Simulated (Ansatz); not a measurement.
W6⁺, relaxed as a doublet with UKS PBE-D4/def2-SVP in Ansatz, starting from packed atoms. Force threshold 0.02 eV/Å.

In the def2 sets W takes a core potential; there is no spin–orbit coupling. Another isomer (doublet) lies 1.77 eV lower at PBE0-D4/def2-TZVP; other spin states weren't run for this one.

Start:

```xyz
6

W    -0.228    0.796   -1.574
W     1.377   -1.995   -0.427
W    -0.841    2.931    1.036
W    -0.631   -0.364    1.182
W    -1.758   -2.598   -0.833
W     2.081    1.231    0.617
```

Problem. Estimate the energy that the relaxation releases and the steps that it takes.

Solution. 1263.8 kJ/mol, in 12 steps; 2.2 min on 4 threads of Arm Neoverse V2 on a shared host. No frequencies were taken in this run, so the end may be a saddle point.

Problem. Does the start keep its bonding?

Solution. By distances, no bond broke or formed, bridged metal pairs apart. The bond that changes most is W1–W5, from 3.80 to 2.62 Å (atoms count from 1). Metal–metal contacts that move far: W1–W5 3.80 to 2.62 Å.

Problem. Predict the relaxed structure.

Solution. 
```csv
atom,x (Å),y (Å),z (Å)
W1,0.051,0.399,-1.177
W2,0.841,-1.963,-0.547
W3,-0.721,2.142,0.618
W4,-0.220,-0.365,1.169
W5,-1.414,-1.720,-0.728
W6,1.464,1.506,0.665
```
Bond lengths (bridged metal pairs left out): 12 × W–W 2.28 to 3.73 Å.
